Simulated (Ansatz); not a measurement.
A run for Ansatz (a program for electronic structure): R-CCSD(T)/aug-cc-pVTZ on BH3N (SMILES B=[NH2+]), atoms moved off the minimum. Charge +1.

Ansatz 0.2 input:
```yaml
crystal:
  periodic: [false, false, false]
  atoms:
    - {symbol: B, position_ang: [0.82067595, 0.06136955, 0.31669660]}
    - {symbol: N, position_ang: [-0.57908905, -0.00022854, -0.16734516]}
    - {symbol: H, position_ang: [1.74792557, -0.06383589, 0.69578977]}
    - {symbol: H, position_ang: [-0.91792307, 0.93981605, -0.41741492]}
    - {symbol: H, position_ang: [-0.97333096, -0.84533802, -0.41068118]}
basis:
  gaussian:
    orbitals: aug-cc-pVTZ
total_charge: 1
magnetization: {spin_polarized: false}
correlation: {method: ccsd_t, electrons: outside_noble_gas}
scf: {lower_state_search: off}
output: {forces: true}
```

Problem. What total energy does the run end on?

Solution. -80.9178 hartree (reference determinant -80.5978, T1 diagnostic 0.019).

Problem. How many basis functions does it have, and what does it roughly cost on one machine?

Solution. 161 functions; around 80 core-seconds (rough).
